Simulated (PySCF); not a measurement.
## Calculated NMR data

Computational details: structure optimised with GFN2-xTB, spin–spin couplings from B3LYP/pcJ-1 (spin–dipole term left out of most H,H and C,H couplings), GIAO PBE0/pcSseg-1 shieldings, in PySCF 2.14.0 with density-fitted response routines (gas phase, rapidly exchanging positions averaged, no relativistic terms, one computed conformer).

Chemical shifts δ = σref − σ; ¹H and ¹³C against TMS, all at this level. Multiplet labels drop J under 1 Hz and among equivalent protons, and merge close values. Unscaled 3J(H,H) run several per cent high. One-bond C–F couplings are unscaled and too large by tens of Hz. Shifts are as computed. Against solution values, carbons near 30 ppm lie about +3 ppm off and those near 130 ppm about +5 ppm. Of 1211 compounds with measured shifts, 218 miss one by over three times the rms of a fit or turn the order of signals round; such compounds aren't used in these exercises.

**1.** `InChI=1S/C3H7N/c1-3-4-2/h3H,1-2H3/b4-3-`. ¹H NMR (400 MHz, computed): δ 7.81 (qq, J = 5.8, 2.9 Hz, 1H), 3.62 (dq, J = 2.9, 1.4 Hz, 3H), 1.80 (dq, J = 5.8, 1.4 Hz, 3H). ¹³C{¹H} NMR (computed): δ 162.4, 40.4, 15.1.

**2.** SMILES F/C=C/CC(F)=C(F)F, C₅H₄F₄. ¹H NMR (400 MHz, computed): δ 6.96 (ddt, J = 85.7, 11.9, 1.3 Hz, 1H), 5.97 (ddt, J = 15.5, 11.9, 9.1 Hz, 1H), 2.99 (m, 2H). ¹³C{¹H} NMR (computed): δ 166.5 (C, ddd, J = 376.4, 354.1, 46.0 Hz), 160.8 (CH, d, J = 333.1 Hz), 138.8 (C, ddd, J = 310.6, 54.0, 12.2 Hz), 113.8 (CH, dd, J = 11.8, 4.2 Hz), 29.3 (CH2, ddt, J = 21.2, 7.4, 1.6 Hz).
